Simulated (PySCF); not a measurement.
# Exercise with solution: entropy of an ideal gas

BiHCl2, SMILES [Cl][BiH][Cl].

Coordinates come from a PBE0-D3(BJ)/def2-TZVP optimisation. The def2 effective core potentials stand for the cores of Bi; spin–orbit coupling is left out.

PySCF with PBE0-D3(BJ)/def2-TZVP gives the harmonic wavenumbers 105, 326, 342, 559, 577, 1813 cm⁻¹ and the rotational temperatures 0.1793, 0.0981, 0.0645 K. The molar mass is 280.89 g/mol, the symmetry number 1, the spin multiplicity 1.

Work out the entropy at 298.15 K and 1 atm in the rigid-rotor, harmonic-oscillator model.


Translation (Sackur–Tetrode at 1 atm): S = R[1.5 ln M + 2.5 ln T − 1.16487] = 179.1 J/(mol K).
Rotation: q = (√π/σ) T^1.5/√(θA θB θC) = 271000, S = R[ln q + 3/2] = 116.5 J/(mol K).
Vibration: with u = 1.4388 ν/T, each mode gives R[u/(e^u − 1) − ln(1 − e^−u)]:
| ν (cm⁻¹) | modes | u | S (J/(mol K)) |
|---|---|---|---|
| 105 | 1 | 0.51 | 14.06 |
| 326 | 1 | 1.57 | 5.35 |
| 342 | 1 | 1.65 | 5.03 |
| 559 | 1 | 2.70 | 2.20 |
| 577 | 1 | 2.78 | 2.05 |
| 1813 | 1 | 8.75 | 0.01 |
These are all the modes. Sum 28.7 J/(mol K).
Spin: R ln 1 = 0.0 J/(mol K).
Total 324.3 J/(mol K); the program's own thermochemistry gives 324.3. Translation makes up 55 % and vibration 9 %. Anharmonicity, hindered rotation and orbital degeneracy are left out.
